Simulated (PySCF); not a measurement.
**NbO₂: fields on a plane**

All numbers come from PySCF, UPBE0, basis Nb def2-TZVP with ECP28, O def2-TZVP (scalar-relativistic core potentials, no spin–orbit coupling, density fitting).

The doublet minimum has Nb–O 1.700 Å (×2); O–Nb–O 104.9°.

The plane holds Nb1 at (0.00, 0.00), O2 at (1.70, 0.00), O3 at (-0.44, 1.64) Å. Columns run from x = -2.55 to 4.05 Å, rows from y = 4.05 (top) to -1.95 Å, in steps of 0.3 Å. Other isomers or separated fragments may lie lower. Core electrons replaced by a potential are absent, the electrostatic potential uses the reduced nuclear charge, and values within about 0.7 Å of such atoms have no physical meaning.

Problem. Give the electron density (e/Å³) (cut at 5 e/Å³). Lower edges of the bins (e/Å³): '0' 0.000, '1' 0.030, '2' 0.076, '3' 0.151, '4' 0.268, '5' 0.455, '6' 0.750, '7' 1.218, '8' 1.960, '9' 3.136; top 5.00.

Solution. 
```
00000000000000000000000
00000000000000000000000
00000000000000000000000
00000000000000000000000
00000112210000000000000
00001244431000000000000
00012567753100000000000
00024699974200000000000
00024799985210000000000
00024799975321111000000
00013578865333332100000
00012467886555654210000
00012469999668986420000
00012489559889998520000
00002489559889998520000
00001369999768986410000
00001246886555654210000
00000123443333332100000
00000011221111111000000
00000000000000000000000
00000000000000000000000
```

Problem. Give the electron localisation function (set to 0 where the density is under 0.005 e/Å³). Lower edges of the bins: '0' 0.000, '1' 0.100, '2' 0.200, '3' 0.300, '4' 0.400, '5' 0.500, '6' 0.600, '7' 0.700, '8' 0.800, '9' 0.900; top 1.00.

Solution. 
```
00000000000000000000000
00000000000000000000000
00000000000000000000000
00000122221000000000000
00012356543100000000000
00024678875200000000000
00136888886300000000000
00257885887300000000000
01357849387300000000000
01357883785200233210000
00246777642114565421000
00123333453147887642000
00000147888358888852000
00000388008566348863000
00000488007467338862000
01000378888358888752000
00110136886147887531000
00221012442136665320000
00432100110013443200000
00044211000001221000000
00005431100000000000000
```

Other spin states or occupations of the open shell can lie lower.
